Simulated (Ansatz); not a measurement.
Two isomers of C2H7GeN: A = `C1[CH2][GeH2][NH]1`, B = `C[N](C)[GeH]`.

Program: Ansatz. Geometries: PBE0-D4/def2-TZVP. ΔE: electronic, gas phase. CCSD(T)/CBS is the MP2 limit (def2-TZVPP, def2-QZVPP) plus CCSD(T) − MP2 in def2-TZVPP, frozen cores. DFT in def2-TZVPP. B3LYP here is the variant with VWN-RPA as its local correlation; programs differ in this. For Ge outer-core shells are correlated without core-valence functions, which leaves a few kJ/mol of doubt a bond. Scalar relativity is left out up to krypton.

A:

Z-matrix (Å, degrees):
```
C
Ge 1 2.432
N 1 1.473 2 49.6
C 1 1.546 2 53.9 3 -157.8
H 1 1.098 2 111.7 3 102.7
H 1 1.097 2 140.9 3 -74.7
H 2 1.541 1 134.8 3 70.6
H 2 1.549 1 116.1 3 -101.2
H 3 1.009 1 116.8 2 134.1
H 4 1.090 1 113.0 2 113.0
H 4 1.088 1 115.4 2 -120.1
```

B:

Z-matrix (Å, degrees):
```
C
N 1 1.445
H 1 1.098 2 111.1
H 1 1.098 2 111.1 3 -119.5
H 1 1.091 2 110.5 3 120.2
C 2 1.443 1 112.4 3 59.6
Ge 2 1.823 1 119.9 3 -120.4
H 6 1.098 2 110.9 1 -59.9
H 6 1.088 2 110.3 1 179.6
H 6 1.098 2 110.9 1 59.1
H 7 1.602 2 93.2 1 -180.0
```

Task: Which isomer does CCSD(T)/CBS put lower? Give the gap. (Best estimate.)

Result: Ansatz gave: B, by 2.5 kcal/mol.

Task: Give E(B) − E(A) in kcal/mol with CCSD/def2-TZVPP, HF/def2-TZVPP, BLYP-D4, PBE-D4, CCSD(T)/def2-TZVPP, CCSD(T)/def2-SVP, B3LYP-D4. (An estimate is asked.)

Result: Ansatz gave: CCSD/def2-TZVPP -0.8, HF/def2-TZVPP -2.8, BLYP-D4 -12.6, PBE-D4 -5.7, CCSD(T)/def2-TZVPP -1.2, CCSD(T)/def2-SVP -8.0, B3LYP-D4 -8.8. None reverses the order clearly.

Task: Does the order hold for the free energy at 298.15 K (harmonic terms from PBE0-D4)? (Best estimate.)

Result: The calculation gave: Yes: G(B) − G(A) = -1.6 kcal/mol.

Largest T1 diagnostic: 0.016.

Leaving LDA and LC-ωPBE aside and taking each functional with its dispersion term where it has one, the values, not all of them listed here, spread over 14.3 kcal/mol, from BLYP-D4 to PBE-QIDH. LDA lies +2.8 kcal/mol from PBE without D4. In def2-TZVPP, CCSD(T) changes the Hartree–Fock value by +1.6 kcal/mol (the triples alone add −0.4 kcal/mol) and MP2 by +4.0 kcal/mol.
